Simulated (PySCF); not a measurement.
PySCF input file for GeI2, SMILES [I][Ge][I] (connectivity only; charge and spin as stated), neutral, multiplicity 1, TDDFT-B3LYP/def2-SVPD. Coordinates come from a r2SCAN-D4/def2-SVP optimisation. The isomer is the one that the SMILES or the coordinates give; other isomers of the formula were not compared. The def2 effective core potentials stand for the cores of I; spin–orbit coupling is left out.

```python
import numpy as np
from pyscf import gto, scf, dft, tdscf

mol = gto.M(
    atom='''
    Ge    0.00000000   -0.00000000    1.22811491
    I     0.00000000    2.00715120   -0.37075167
    I     0.00000000   -2.00715120   -0.37075167
    ''',
    basis='def2-SVPD',
    ecp={'I': 'def2-svp'},
    charge=0,
    spin=0,
    symmetry=True,
    max_memory=1600,
    verbose=4,
)
mf = dft.RKS(mol, xc='b3lyp').density_fit(auxbasis='def2-universal-jkfit')
mf.grids.level = 3
mf.conv_tol = 1e-9
mf.max_cycle = 100
mf.kernel()
mf.grids = dft.Grids(mol).set(level=1).build(with_non0tab=True)  # coarser grid for the response kernel
td = tdscf.TDDFT(mf)
td.singlet = True
td.nstates = 10
td.conv_tol = 1e-4
td.positive_eig_threshold = 1e-6
td.kernel(x0=td.get_init_guess(mf, 15))
td.analyze()
tt = tdscf.TDA(mf)
tt.singlet = False
tt.nstates = 4
tt.conv_tol = 1e-4
tt.positive_eig_threshold = 1e-6
tt.kernel(x0=tt.get_init_guess(mf, 9))
tt.analyze(verbose=3)
```

Log of the run:

```
PySCF version 2.14.0

[INPUT] verbose = 4
[INPUT] num. atoms = 3
[INPUT] num. electrons = 82
[INPUT] charge = 0
[INPUT] spin (= nelec alpha-beta = 2S) = 0
[INPUT] symmetry True subgroup None
[INPUT] Mole.unit = angstrom
[INPUT] Symbol           X                Y                Z      unit          X                Y                Z       unit  Magmom
[INPUT]  1 Ge     0.000000000000   0.000000000000   1.228114910000 AA    0.000000000000   0.000000000000   2.320800829395 Bohr   0.0
[INPUT]  2 I      0.000000000000   2.007151200000  -0.370751670000 AA    0.000000000000   3.792966058592  -0.700619116525 Bohr   0.0
[INPUT]  3 I      0.000000000000  -2.007151200000  -0.370751670000 AA    0.000000000000  -3.792966058592  -0.700619116525 Bohr   0.0

nuclear repulsion = 412.334861450312
point group symmetry = C2v
symmetry origin: [0.00000000e+00 0.00000000e+00 1.36936671e-09]
symmetry axis x: [-1. -0. -0.]
symmetry axis y: [0. 1. 0.]
symmetry axis z: [0. 0. 1.]
num. orbitals of irrep A1 = 42
num. orbitals of irrep A2 = 15
num. orbitals of irrep B1 = 19
num. orbitals of irrep B2 = 32
number of shells = 40
number of NR pGTOs = 220
number of NR cGTOs = 108
basis = def2-SVPD
ecp = {'I': 'def2-svp'}


******** <class 'pyscf.df.df_jk.DFSymAdaptedRKS'> ********
method = DFSymAdaptedRKS
initial guess = minao
damping factor = 0
level_shift factor = 0
DIIS = <class 'pyscf.scf.diis.CDIIS'>
diis_start_cycle = 1
diis_space = 8
diis_damp = 0
SCF conv_tol = 1e-09
SCF conv_tol_grad = None
SCF max_cycles = 100
direct_scf = False
XC library pyscf.dft.libxc version 7.1.2
    S. Lehtola, C. Steigemann, M. J. T. Oliveira, and M. A. L. Marques,  SoftwareX 7, 1–5 (2018)
XC functionals = b3lyp
    P. J. Stephens, F. J. Devlin, C. F. Chabalowski, and M. J. Frisch,  J. Phys. Chem. 98, 11623 (1994)
radial grids:
    Treutler-Ahlrichs [JCP 102, 346 (1995); DOI:10.1063/1.469408] (M4) radial grids

becke partition: Becke, JCP 88, 2547 (1988); DOI:10.1063/1.454033
pruning grids: <function nwchem_prune>
grids dens level: 3
symmetrized grids: True
atomic radii adjust function: <function treutler_atomic_radii_adjust>
small_rho_cutoff = 0
Freeze 0 electrons in irreps []
    82 free electrons in irreps A1 A2 B1 B2
Set gradient conv threshold to 3.16228e-05
Initial guess from minao.
tot grids = 64560
******** <class 'pyscf.df.df.DF'> ********
auxbasis = def2-universal-jkfit
init E= -2608.73826641727
HOMO (A1) = -1.10360974621637  LUMO (B1) = -0.835345278369619  gap/eV = 7.29985
cycle= 1 E= -2668.91505100448  delta_E= -60.2  |g|= 4.32  |ddm|= 13.6
HOMO (A2) = -0.0100489293732222  LUMO (A1) = -0.0043001079733351  gap/eV = 0.15643
cycle= 2 E= -2660.85659578883  delta_E= 8.06  |g|= 5.36  |ddm|= 31.1
HOMO (A1) = -0.183219683901449  LUMO (A1) = -0.112969551850291  gap/eV = 1.91160
cycle= 3 E= -2671.17494917797  delta_E= -10.3  |g|= 1.58  |ddm|= 29.5
HOMO (B2) = -0.275853650669035  LUMO (B1) = -0.24070615611717  gap/eV = 0.95641
cycle= 4 E= -2671.661450829  delta_E= -0.487  |g|= 1.52  |ddm|= 4.64
HOMO (B2) = -0.232463800934461  LUMO (B1) = -0.126075355352281  gap/eV = 2.89498
cycle= 5 E= -2672.42740447227  delta_E= -0.766  |g|= 0.293  |ddm|= 1.95
HOMO (A1) = -0.267936420158576  LUMO (B1) = -0.143836452321455  gap/eV = 3.37693
cycle= 6 E= -2672.45440578959  delta_E= -0.027  |g|= 0.177  |ddm|= 0.657
HOMO (A1) = -0.263581374853911  LUMO (B1) = -0.133677716191627  gap/eV = 3.53486
cycle= 7 E= -2672.46430933923  delta_E= -0.0099  |g|= 0.0192  |ddm|= 0.231
HOMO (A1) = -0.262329025967222  LUMO (B1) = -0.131171275373738  gap/eV = 3.56898
cycle= 8 E= -2672.46447180481  delta_E= -0.000162  |g|= 0.003  |ddm|= 0.04
HOMO (A1) = -0.262291217127431  LUMO (B1) = -0.131316996397135  gap/eV = 3.56399
cycle= 9 E= -2672.46447521687  delta_E= -3.41e-06  |g|= 0.000941  |ddm|= 0.00546
HOMO (A1) = -0.262331808840413  LUMO (B1) = -0.131377769965297  gap/eV = 3.56344
cycle= 10 E= -2672.46447532217  delta_E= -1.05e-07  |g|= 0.000431  |ddm|= 0.00159
HOMO (A1) = -0.262350446902908  LUMO (B1) = -0.131430869785511  gap/eV = 3.56250
cycle= 11 E= -2672.46447541124  delta_E= -8.91e-08  |g|= 6.66e-05  |ddm|= 0.000797
HOMO (A1) = -0.262355040710444  LUMO (B1) = -0.131430031132719  gap/eV = 3.56265
cycle= 12 E= -2672.46447541283  delta_E= -1.59e-09  |g|= 2.35e-05  |ddm|= 0.000146
HOMO (A1) = -0.262353801745138  LUMO (B1) = -0.131430119398573  gap/eV = 3.56261
cycle= 13 E= -2672.46447541301  delta_E= -1.79e-10  |g|= 2.17e-06  |ddm|= 5e-05
HOMO (A1) = -0.262353779443704  LUMO (B1) = -0.131430496414648  gap/eV = 3.56260
Extra cycle  E= -2672.46447541302  delta_E= -1.5e-11  |g|= 3.94e-06  |ddm|= 9.99e-06
converged SCF energy = -2672.46447541302
tot grids = 23472
Overwritten attributes  positive_eig_threshold  of <class 'pyscf.tdscf.rks.TDDFT'>


******** <class 'pyscf.tdscf.rks.TDDFT'> for <class 'pyscf.df.df_jk.DFSymAdaptedRKS'> ********
nstates = 10 singlet
deg_eia_thresh = 1.000e-03
wfnsym = None
conv_tol = 0.0001
eigh lindep = 1e-12
eigh level_shift = 0
eigh max_cycle = 100


Excitation energies (eV)
[2.69046631 2.70272342 3.42773564 3.95201165 4.10184113 4.66585014
 4.69317444 4.7317023  4.8664394  5.11501584]

** Singlet excitation energies and oscillator strengths **
Excited State   1:   B1      2.69047 eV    460.83 nm  f=0.0016
      41 -> 42        0.70667
Excited State   2:   A2      2.70272 eV    458.74 nm  f=0.0000
      40 -> 42        0.70684
Excited State   3:   B2      3.42774 eV    361.71 nm  f=0.0492
      39 -> 42        0.68208
      40 -> 43       -0.13190
      41 -> 44       -0.12096
Excited State   4:   B1      3.95201 eV    313.72 nm  f=0.0030
      37 -> 42       -0.70550
Excited State   5:   A1      4.10184 eV    302.26 nm  f=0.0028
      37 -> 43       -0.10185
      38 -> 42        0.64730
      41 -> 43        0.25294
Excited State   6:   B2      4.66585 eV    265.73 nm  f=0.0176
      40 -> 43       -0.64668
      41 -> 44        0.26858
Excited State   7:   A1      4.69317 eV    264.18 nm  f=0.0621
      37 -> 43       -0.16314
      38 -> 42        0.21628
      41 -> 43       -0.64573
Excited State   8:   A2      4.73170 eV    262.03 nm  f=0.0000
      36 -> 42        0.70516
Excited State   9:   A2      4.86644 eV    254.77 nm  f=0.0000
      39 -> 43        0.70511
Excited State  10:   A1      5.11502 eV    242.39 nm  f=0.0056
      40 -> 44       -0.69908

** Transition electric dipole moments (AU) **
state          X           Y           Z        Dip. S.      Osc.
  1        -0.1539     -0.0000     -0.0000      0.0237      0.0016
  2        -0.0000     -0.0000     -0.0000      0.0000      0.0000
  3        -0.0000     -0.7652      0.0000      0.5855      0.0492
  4        -0.1750     -0.0000      0.0000      0.0306      0.0030
  5         0.0000     -0.0000      0.1672      0.0279      0.0028
  6        -0.0000      0.3926      0.0000      0.1541      0.0176
  7         0.0000      0.0000      0.7347      0.5398      0.0621
  8        -0.0000     -0.0000     -0.0000      0.0000      0.0000
  9         0.0000     -0.0000      0.0000      0.0000      0.0000
 10        -0.0000      0.0000     -0.2114      0.0447      0.0056

WARN: ECP detected. Skipping calculation of transition velocity and magnetic dipole moments, which have not yet been implemented.

Overwritten attributes  positive_eig_threshold  of <class 'pyscf.tdscf.rks.TDA'>


******** <class 'pyscf.tdscf.rks.TDA'> for <class 'pyscf.df.df_jk.DFSymAdaptedRKS'> ********
nstates = 4 triplet
deg_eia_thresh = 1.000e-03
wfnsym = None
conv_tol = 0.0001
eigh lindep = 1e-12
eigh level_shift = 0
eigh max_cycle = 100


Excitation energies (eV)
[2.10718946 2.58230194 2.80894684 3.25789378]

** Triplet excitation energies and oscillator strengths **
Excited State   1:   B1      2.10719 eV    588.39 nm  f=0.0000
Excited State   2:   A2      2.58230 eV    480.13 nm  f=0.0000
Excited State   3:   B2      2.80895 eV    441.39 nm  f=0.0000
Excited State   4:   A1      3.25789 eV    380.57 nm  f=0.0000
```

The calculation finished and met its thresholds.

Cost: around 50 core-seconds (rough).
